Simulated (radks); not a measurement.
The numbers below are computed, except where a source is named.
Tm25+, configuration [Kr] 4d8 (the NIST ground configuration).

Code: a radial shooting solver on a logarithmic mesh with Libxc functionals. Model: scalar-relativistic Kohn-Sham, LDA (Slater exchange, VWN5 correlation), spin-polarised, spherical densities, finite nucleus; open shells are filled with parallel spins first (spin-orbit coupling, left out, can overturn this in heavy ions); Fermi nuclear charge, rms radius 5.2256 fm.

Energy parts (Ry):
total: -26562.7956
kinetic: 28909.8712
electron-nucleus: -62562.1111
Hartree: 7578.6988
exchange-correlation: -489.2544

Orbitals (lengths in bohr, moments of r in powers of bohr; <r^-3> diverges for s and p1/2):
orbital  occ.  eigenvalue (Ry)  <1/r>  <r^-3>       <r^4>      <r>
1s up       1        -4412.168  79.00       -   8.100e-07  0.02003
1s down     1        -4412.163  79.00       -   8.099e-07  0.02003
2s up       1        -794.3422  18.40       -   0.0001253  0.08496
2s down     1        -794.2213  18.40       -   0.0001253  0.08496
2p up       3        -708.6797  16.96   15100  0.00009563  0.07546
2p down     3        -708.5791  16.96   15110  0.00009562  0.07546
3s up       1        -224.8043  6.816       -    0.004627   0.2205
3s down     1        -224.7234  6.817       -    0.004621   0.2205
3p up       3        -198.8467  6.363    3301    0.004864   0.2195
3p down     3        -198.7612  6.364    3302    0.004856   0.2195
3d up       5        -166.8609  6.028   435.8    0.003762   0.1989
3d down     5        -166.7514  6.028   435.8    0.003757   0.1989
4s up       1        -87.24065  3.085       -     0.08588   0.4689
4s down     1        -86.96679  3.084       -     0.08603   0.4690
4p up       3        -78.05949  2.878   905.6      0.1024   0.4867
4p down     3        -77.78996  2.877   904.4      0.1026   0.4869
4d up       5        -66.07057  2.662   111.7      0.1185   0.4969
4d down     3        -65.80331  2.660   111.5      0.1191   0.4973

The highest occupied level is 4d down at -895.30 eV. Summed over all electrons, <r^2> = 5.332 bohr^2, which gives a Langevin (diamagnetic) susceptibility term of -4.22 x 10^-6 cm^3/mol. The density falls to 0.001 e/bohr^3 at r = 1.33 bohr. Spin moment in Bohr magnetons: 2. The electron density at the nucleus is 9.982e+05 e/bohr^3 (large components only).
